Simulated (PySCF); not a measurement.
Compound: C5H7ClN2Si.
Atom-mapped SMILES: `[CH2:1]=[CH:2][c:3]1[n:4][cH:5][cH:6][n:7]1[SiH2:8][Cl:9]`

Probes without a nucleus sit at each ring's centroid and 1 Å off its mean plane on both sides; NICS is minus the shielding there, NICSzz its component along the normal. Level: GIAO PBE0/pcSseg-1 (PySCF, non-relativistic, gas phase) on the GFN2-xTB geometry, one conformer.

Ring bond lengths (Å), with Mayer bond orders in brackets: C3–N4 1.308 (1.59), N4–C5 1.357 (1.36), C5–C6 1.360 (1.56), C6–N7 1.377 (1.12), N7–C3 1.383 (1.01).

Q: Give the NICS values of each ring in ppm.

A: 
| ring | type | NICS(0) | NICS(1), two faces | NICS(1)zz, two faces | rms pucker (Å) | centre to ring atoms, mean (Å) |
| --- | --- | --- | --- | --- | --- | --- |
| C3–N4–C5–C6–N7 | 5-membered ring with 2 N; formal bonds all aromatic | -10.8 | -10.4 / -10.4 | -26.9 / -26.9 | 0.00 | 1.15 |

Q: What can be read from them?

A: 
- C3–N4–C5–C6–N7: mean NICS(1)zz -26.9 ppm, shielded. The ring is flat and has no four-coordinate atom; by the NICS criterion it is aromatic.

Q: What does the geometric index give? HOMA = 1 − mean of α(R − Ropt)² over the ring bonds, with Krygowski's 1993 parameters (CC: Ropt 1.388 Å, α 257.7 Å⁻²; CN: Ropt 1.334 Å, α 93.52 Å⁻²).

A: 
- C3–N4–C5–C6–N7: HOMA 0.86; the largest term is that of N7–C3, α(R − Ropt)² = 0.23. The geometric and the magnetic index point the same way.

Q: What field does 14.1 T along the ring normal induce along that normal at the second NICS(1) probe listed for ring C3–N4–C5–C6–N7, 1 Å off the ring?

A: NICSzz × B0 = -26.9 ppm × 14.1 T = -379 μT, against the applied field.

Q: Give the inner angles of the rings and the Hirshfeld charges of the ring atoms.

A: 
- C3–N4–C5–C6–N7: C3 111.7° (+0.083 e), N4 106.3° (-0.190 e), C5 109.9° (-0.037 e), C6 107.1° (-0.042 e), N7 104.9° (-0.114 e); sum 540.0° against 540° for a flat convex ring.

Conformer computed: `[CH2:1]=[CH:2][c:3]1[n:4][cH:5][cH:6][n:7]1[SiH2:8][Cl:9]`: C1–C2–C3–N4 -3°, C6–N7–Si8–Cl9 1°.
